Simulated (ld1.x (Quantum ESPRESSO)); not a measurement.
# O PAW: all-electron and pseudo phase curves

ld1.x (Quantum ESPRESSO) 7.5 input, shortened:

```
&input
   title='O', zed=8., rel=0, dft='PBE', iswitch=3,
   config='[He] 2s2 2p4'
 /
 &inputp
   pseudotype=3, lpaw=.true., tm=.true., lloc=-2, rcloc=2.35,
   nlcc=.true., new_core_ps=.true., rcore=0.80,
   which_augfun='PSQ', rmatch_augfun=0.65
 /
4
2S  1  0   2.00   0.00  0.75  1.00  0.0
2S  1  0   0.00   0.05  0.75  1.00  0.0
2P  2  1   4.00   0.00  2.25  2.40  0.0
2P  2  1   0.00   2.70  2.25  2.40  0.0
 &test
   configts(1)='2s2 2p4'
 /
```

The phase is arctan(r·u′/u) with u = r·R(r), unwrapped; energies in Ry, scanned from -4 to 5 Ry. A pole is an energy at which the radial function vanishes at the test radius. The pseudo phase is shifted by a multiple of π to meet the all-electron one at the reference energy, and phase errors are pseudo minus all-electron; the curves can meet again beyond the range given. Levels narrower than the energy grid can be missing from the lists of poles.

Task: For each channel, where are the poles, and over which energies does the pseudopotential scatter like the atom?

Result:

```json
{"channel": "s", "radius (bohr)": "2.59", "reference energy (Ry)": "-1.76", "poles, all-electron": "-1.65, 3.80", "poles, pseudo": "-1.65, 3.80", "unbroken range about the reference energy with phases within 0.05 rad": "the whole range", "phase error 1 Ry above the reference energy (rad)": "+0.000"}
{"channel": "p", "radius (bohr)": "2.59", "reference energy (Ry)": "-0.66", "poles, all-electron": "-0.48, 4.07", "poles, pseudo": "-0.48, 4.22", "unbroken range about the reference energy with phases within 0.05 rad": "below 0.8", "phase error 1 Ry above the reference energy (rad)": "+0.026"}
```

Phases in the s channel:

```
E (Ry)  all-electron  pseudo
 -4.00         1.363   1.363
 -3.52         1.345   1.345
 -3.04         1.319   1.319
 -2.56         1.273   1.273
 -2.08         1.111   1.111
 -1.60        -1.627  -1.627
 -1.12        -1.810  -1.810
 -0.64        -1.897  -1.897
 -0.16        -2.007  -2.007
  0.32        -2.207  -2.207
  0.80        -2.704  -2.704
  1.28        -3.686  -3.686
  1.76        -4.253  -4.252
  2.24        -4.473  -4.472
  2.72        -4.583  -4.583
  3.20        -4.652  -4.652
  3.68        -4.702  -4.701
  4.16        -4.743  -4.742
  4.64        -4.781  -4.781
```
